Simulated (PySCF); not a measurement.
## Excitation energy of Mo+ by level of theory

Mo+ [Kr] 4d5 (6S) → Mo+ [Kr] 4d4 5p1 (high-spin determinant), as a difference of total energies. Computed with PySCF 2.14 in x2c-TZVPPall with one added diffuse shell each of s, p, d, f type (9s7p7d3f1g, 95 functions), with the spin-free X2C one-electron Hamiltonian (Gaussian nucleus). Correlated levels: valence: [Kr] frozen; valence and next inner shell: [Ar] 3d10 frozen. The calculations carry no spin-orbit coupling.

```json
{"method": "UHF", "excitation energy (cm⁻¹)": "44930"}
{"method": "LDA", "excitation energy (cm⁻¹)": "47635"}
{"method": "PBE", "excitation energy (cm⁻¹)": "47084"}
{"method": "PBE0", "excitation energy (cm⁻¹)": "47738"}
{"method": "r2SCAN", "excitation energy (cm⁻¹)": "47679"}
{"method": "LC-wPBE", "excitation energy (cm⁻¹)": "48855"}
{"method": "PBEsol", "excitation energy (cm⁻¹)": "47559"}
{"method": "CAM-B3LYP", "excitation energy (cm⁻¹)": "47125"}
{"method": "M06-L", "excitation energy (cm⁻¹)": "48269"}
{"method": "MP2 (valence)", "excitation energy (cm⁻¹)": "47779"}
{"method": "SCS-MP2 (valence)", "excitation energy (cm⁻¹)": "45879"}
{"method": "MP2 (valence and next inner shell)", "excitation energy (cm⁻¹)": "49167"}
{"method": "SCS-MP2 (valence and next inner shell)", "excitation energy (cm⁻¹)": "47500"}
```

A first-order spin-orbit estimate (lowest level to lowest level, LS coupling) adds -0.195 eV.

The determinant of the upper state mixes LS terms, which raises its energy above the lowest term, most at the Hartree-Fock and MP2 levels.
